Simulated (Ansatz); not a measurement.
Cost and result for the atomization energy of C₂H₆BrIn (`[CH3][InH][CH2]Br`) (10 atoms, 9 bonds).

Z-matrix (Å, degrees):
```
C
In 1 2.146
H 1 1.090 2 111.6
H 1 1.092 2 109.6 3 120.3
H 1 1.091 2 109.5 3 -121.2
C 2 2.177 1 115.8 3 156.6
Br 2 3.071 1 107.3 3 114.5
H 2 1.721 1 128.0 3 -18.6
H 6 1.087 2 118.2 1 24.3
H 6 1.087 2 118.5 1 162.6
```

The species carries charge 0 and has multiplicity 1. Correlated methods include outer-core shells of Br, In, which these sets cover unevenly. Scalar relativity is left out up to krypton. In takes the def2 core potential. Geometry: relaxed with PBE0-D4/def2-TZVP. It is one conformer, not always the lowest. Program: Ansatz. All runs use 4 threads of an Arm Neoverse V2 on a shared host. Times are those of one run each, without the atoms' runs, and a repeat can differ threefold. Electronic energies, without spin–orbit coupling; frozen cores. CCSD(T)/CBS adds CCSD(T) − MP2 in def2-TZVPP to the MP2 limit, and its time is that of the two runs behind it. T1 = 0.011. With those shells the extrapolation isn't a true limit. B3LYP takes the VWN-RPA correlation (the form of Gaussian; ORCA's B3LYP/G).

CCSD(T)/CBS is a level of theory with its own doubt, some kJ/mol a heavy atom from the limit and from the frozen cores, so smaller differences don't rank the functionals.

```csv
level,functions,wall time,atomization (kcal/mol),difference from CCSD(T)/CBS,per bond
PBE-D4/def2-TZVPP (with forces),244,2.6 s,751.0,3.5,0.4
PBE0-D4/def2-TZVPP,244,3.6 s,743.4,-4.1,-0.5
r2SCAN-D4/def2-TZVPP (with forces),244,5.5 s,744.8,-2.7,-0.3
B3LYP-D4/def2-TZVPP (with forces),244,6 s,737.3,-10.2,-1.1
B2PLYP/def2-TZVPP,244,6.5 s,731.1,-16.4,-1.8
ωB97X-V/def2-TZVPP,244,9 s,744.9,-2.6,-0.3
ωB97M-V/def2-TZVPP (with forces),244,14 s,743.6,-3.9,-0.4
MP2/def2-QZVPP,465,23 s,743.6,-3.9,-0.4
CCSD(T)/def2-TZVPP,244,4.2 min,729.5,-18.0,-2.0
CCSD(T)/CBS(def2),–,4.5 min,747.5,0.0,0.0
```

In def2-TZVPP, CCSD(T) changes the Hartree–Fock value by +186.9 kcal/mol (the triples alone add +11.0 kcal/mol) and MP2 by +190.5 kcal/mol; breaking electron pairs costs correlation energy, which Hartree–Fock lacks. The D4 term adds +7.8 kcal/mol with B3LYP and +4.1 kcal/mol with PBE0; it sums over pairs of atoms, weighted by their polarisabilities, and B3LYP, whose exchange is more repulsive, gets the larger term. From PBE to PBE0 (25 % exact exchange), in def2-TZVPP and without D4, the atomization energy moves by −7.0 kcal/mol: exact exchange takes away binding that semilocal exchange gives to molecules.

Spin–orbit coupling would lower the free In atoms strongly, and the atomization energy with them, by more than many differences here.
